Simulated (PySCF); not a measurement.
# Substituent effects on chemical shifts

Parent skeleton `[CH3:1][CH:2]([F:3])[SiH2:4][N:5]([CH3:6])[CH3:7]`; one hydrogen on atom 1 is replaced by X. Hydrogens on one atom are averaged.

PySCF calculation with NMR shieldings at PBE0/pcSseg-1/GIAO and structure optimised with GFN2-xTB; isolated molecule, one computed conformer, non-relativistic, fast rotation and ring inversion assumed for equivalent nuclei.

Scale: $^{13}$C (186.93 ppm), $^{29}$Si (349.16 ppm), $^{1}$H (31.72 ppm) against TMS; CFCl3 for $^{19}$F (170.95 ppm); $^{15}$N (267.73 ppm) vs NH3 (reference shieldings calculated alike).

(1) Give δ (ppm) for X = CH2F, C2H5, CN, CH2CN, F, ethynyl, vinyl, CH2SiH3, propynyl.

(2) Which position responds most, and to which substituents?

Results:

(1) 
```
       X                        SMILES    C1    C2      F3    Si4    N5  C6/C7  H(C1)  H(C2)  H(Si4)
    CH2F       CN(C)[SiH2][C@@H](F)CCF  39.9  91.0  -253.7  -28.9  17.7   40.9   2.09   5.14    4.68
    C2H5        CCC[C@H](F)[SiH2]N(C)C  38.0  94.8  -255.3  -29.9  14.5   41.2   1.43   4.82    4.65
      CN       CN(C)[SiH2][C@H](F)CC#N  22.3  92.3  -250.2  -31.1  12.9   41.4   2.60   4.95    4.75
   CH2CN     CN(C)[SiH2][C@@H](F)CCC#N  33.8  91.1  -264.8  -31.1  13.2   41.5   1.99   5.06    4.82
       F        CN(C)[SiH2][C@@H](F)CF  83.1  89.6  -274.2  -31.1  14.5   41.6   4.93   5.15    4.79
 ethynyl       C#CC[C@H](F)[SiH2]N(C)C  23.8  92.3  -240.6  -30.3  16.2   41.4   2.84   5.02    4.88
   vinyl       C=CC[C@H](F)[SiH2]N(C)C  41.6  96.5  -253.7  -28.5  14.9   41.1   2.29   4.85    4.67
 CH2SiH3  CN(C)[SiH2][C@@H](F)CC[SiH3]  35.6  95.8  -253.2  -29.4  13.0   41.2   1.90   5.17    4.86
propynyl      CC#CC[C@H](F)[SiH2]N(C)C  24.3  92.6  -242.2  -29.9  16.1   41.5   2.83   4.99    4.86
```

(2) C1: from 22.3 ppm with CN to 83.1 ppm with F.

Unscaled 19F shifts against computed CFCl3 carry errors that often reach 10 to 50 ppm. Experimental scales use liquid or dissolved standards, which lie at an offset from isolated NH3 (liquid NH3: subtract about 20 ppm).
